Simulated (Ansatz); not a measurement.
`BC(=O)O` + H₂ → `BC=O` + H₂O at 400 K and 1 bar (hydrogenolysis of a C–O bond).

Isolated molecules relaxed with PBE0-D4/def2-TZVP in Ansatz; ΔE leaves out vibrations. CCSD(T)/CBS is the MP2 limit (def2-TZVPP, def2-QZVPP) plus CCSD(T) − MP2 in def2-TZVPP, frozen cores. This one scheme is used for every species. Each species was taken in one conformer, which may not be the lowest.

```tsv
species	CCSD(T)/CBS energy (Eh)	H − E (kJ/mol)	S (J/(mol·K))
`BC(=O)O`	-214.97533	139.3	307.9
H₂	-1.17544	38.0	139.0
`BC=O`	-139.76288	119.8	286.1
H₂O	-76.37941	69.8	198.6
```

H − E and S are ideal-gas, rigid-rotor, harmonic terms from PBE0-D4/def2-TZVP, for one conformer and one mirror image of each species. The MP2-based limit puts H₂ 0.8 mEh under its directly extrapolated value; such offsets cancel only in part. 1 Eh = 2625.50 kJ/mol, R = 8.31446 J/(mol·K).

**Question.** By hand: ΔE, ΔH, ΔS and ΔG.

**Answer.** ΔE = (-139.76288) + (-76.37941) − (-214.97533) − (-1.17544) = 0.00848 Eh = 22.3 kJ/mol. Δ(H − E) = 119.8 + 69.8 − 139.3 − 38.0 = 12.3, so ΔH = 34.6 kJ/mol. ΔS = 286.1 + 198.6 − 307.9 − 139.0 = 37.8 J/(mol·K). ΔG = 34.6 − 400 × (37.8)/1000 = 19.5 kJ/mol.

**Question.** By hand: the equilibrium constant, and the temperature at which ΔG would vanish if ΔH and ΔS stayed fixed.

**Answer.** log₁₀ K = −ΔG/(RT ln 10) = -2.5. ΔG = 0 at ΔH/ΔS = 915 K.

TΔS isn't small against ΔH here. A doubt of 5 kJ/mol in ΔE shifts log₁₀ K by 0.7 here. Other conformers and mirror images would add mixing entropy, several J/(mol·K) or more a flexible species. These are equilibria of isolated gas molecules and say nothing of rates. Largest T1 diagnostic: 0.021 (customary marks: 0.02 for closed shells, 0.045 for open ones).
